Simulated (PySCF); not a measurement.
A species of formula C4H7NSi has this rotational fingerprint, computed with PBE0/def2-SVPD in PySCF (dipole) on a GFN2-xTB geometry, gas phase:

```
Rotational constants : A = 3700, B = 2134, C = 1496 MHz
Dipole components    : |μa| = 0.85 D, |μb| = 0.05 D, |μc| = 0.61 D
Inertial defect      : -35.50 u·Å²
κ                    : -0.42
```

**Question.** Which candidate fits, each taken in the one conformer that was computed?
A. `[CH:1]#[C:2][Si@@H:3]([CH3:4])[N:5]=[CH2:6]` with C2–Si3–N5–C6 122°
B. `N(=C\C#C[SiH3])/C`
C. `C[Si@@H]1C[C@@H]1C#N`

**Answer.** A. It is C#C[Si@@H](C)N=C, an asymmetric top, point group C1. The candidates at the same level (rigid rotor, commonest isotopes):

```tsv
SMILES	A (MHz)	B (MHz)	C (MHz)	μa (D)	μb (D)	μc (D)	Δ (u·Å²)	point group	rotor
C[Si@@H]1C[C@@H]1C#N	4414	2232	1700	4.38	1.64	0.37	-43.63	C1	asymmetric top
C#C[Si@@H](C)N=C	3700	2134	1496	0.85	0.05	0.61	-35.50	C1	asymmetric top
C/N=C/C#C[SiH3]	26299	819.6	806.2	0.59	1.27	0.01	-8.99	–	–
```

`C/N=C/C#C[SiH3]` has A 611 % too high; `C[Si@@H]1C[C@@H]1C#N` has A 19 % too high. No structure here is proved a minimum.
